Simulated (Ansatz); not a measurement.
Species: GeF₄, charge 0, singlet. GeF4 (SMILES [F][Ge]([F])([F])[F]).
B3LYP-D3(BJ)/def2-TZVP minimum from Ansatz (a quantum-chemistry and plane-wave program):
```xyz
5

F      1.3069    -1.0853    -0.0968
Ge     0.0000     0.0000     0.0000
F      0.5861     1.5972    -0.0248
F     -1.0389    -0.2436    -1.3254
F     -0.8541    -0.2684     1.4470
```

Hartree-Fock and CCSD correlation energies in hartree (Ansatz). UHF or UKS for unpaired electrons; spin-orbit terms are left out. Cores are frozen in correlated methods (noble-gas shells, and filled d and f shells in the p block). No relativity.

```tsv
basis	X	E(HF)	E(corr, CCSD)
cc-pVTZ	3	-2473.47833	-1.11708
cc-pVQZ	4	-2473.52301	-1.21386
cc-pV5Z	5	-2473.53241	withheld
```

Task: Fit E(corr) = E∞ + A/X³ to X = 3 and 4, predict X = 5, and compare with the run.

Result: A = (-1.11708 - (-1.21386))/(1/27 - 1/64) = 4.5199; E∞ = -1.21386 - A/64 = -1.28448; at X = 5, E∞ + A/125 = -1.24832. The run gave -1.25038, 2.06 mEh below the prediction. The same form on X = 4 and 5 gives E∞ = -1.28870, 4.21 mEh below the first estimate.
